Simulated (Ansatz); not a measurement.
**Abstraction of F: CHBrClF + SiH(SiH3)F → CHBrCl + SiH(SiH3)F2**

Gas-phase species: CHBrClF (bromochlorofluoromethane) `FC(Cl)Br`, singlet; SiH(SiH3)F, doublet; CHBrCl `Cl[CH]Br`, doublet; SiH(SiH3)F2, singlet. A radical takes F: the energy is the difference in strength between the C–F bond broken and the Si–F bond made.

Shapes, held fixed at every level: PBE0-D4/def2-TZVP. Programs: Ansatz 0.2.0. The zero-point and thermal change to 298 K, harmonic and unscaled (PBE0-D4/def2-TZVP), is -3.1 kJ/mol.

Problem. Estimate ΔH(298 K) of this reaction.

Solution. The highest level, CCSD(T)/def2-TZVPP, gives ΔH(298 K) = -199.1 kJ/mol; the levels span -204.2 to -173.3. The column of differences is taken from that level and isn't an error. No measured value is set beside it here. Open shells run unrestricted. Relativity is left out for Br. Outer-core shells of Br are correlated, in sets that cover them unevenly.

```csv
level,kind,ΔH(298 K) (kJ/mol),less CCSD(T)/def2-TZVPP
HF/def2-SVP,Hartree–Fock,-199.3,-0.2
PBE-D4/def2-TZVPP,GGA,-173.3,+25.8
r2SCAN-D4/def2-TZVPP,meta-GGA,-194.3,+4.8
B3LYP-D4/def2-TZVPP,global hybrid,-195.1,+4.0
PBE0-D4/def2-TZVPP,global hybrid,-185.0,+14.1
CCSD/def2-TZVPP,coupled cluster or CI,-204.2,-5.1
CCSD(T)/def2-TZVPP,coupled cluster or CI,-199.1,0.0
```
